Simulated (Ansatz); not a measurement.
Start from `N=C(O)[SiH2][SiH3]` and change one atom or group to get `BBC(=N)O`.

Ansatz, PBE0-D4/def2-TZVP geometries, multiplicity 1. Each molecule was computed in one conformer, which needn't be the lowest.

| property | `N=C(O)[SiH2][SiH3]` |
| --- | --- |
| HOMO–LUMO gap (ωB97M-V/def2-TZVPP) / eV | 11.43 |
| LUMO energy (PBE0/def2-TZVPP) / eV | -0.53 |
| HOMO–LUMO gap (PBE/def2-TZVPP) / eV | 4.85 |
| HOMO energy (PBE0/def2-TZVPP) / eV | -7.71 |
| HOMO energy (B3LYP/def2-TZVPP) / eV | -7.50 |
| LUMO energy (B3LYP/def2-TZVPP) / eV | -0.74 |

Task: Give the same properties after the change, and the shifts. (Estimate.)

Result: Computed: 
| property | `BBC(=N)O` | shift |
| --- | --- | --- |
| HOMO–LUMO gap (ωB97M-V/def2-TZVPP) / eV | 10.43 | -1.00 |
| LUMO energy (PBE0/def2-TZVPP) / eV | -1.81 | -1.28 |
| HOMO–LUMO gap (PBE/def2-TZVPP) / eV | 3.72 | -1.13 |
| HOMO energy (PBE0/def2-TZVPP) / eV | -7.98 | -0.27 |
| HOMO energy (B3LYP/def2-TZVPP) / eV | -7.76 | -0.26 |
| LUMO energy (B3LYP/def2-TZVPP) / eV | -2.03 | -1.29 |

With PBE0 the HOMO falls by 0.27 eV and the LUMO falls by 1.28 eV, so the gap narrows by about 1.01 eV. PBE moves the HOMO by -0.18 eV and ωB97M-V by -0.35 eV.

B3LYP here is the variant with VWN-RPA as its local correlation; programs differ in this.
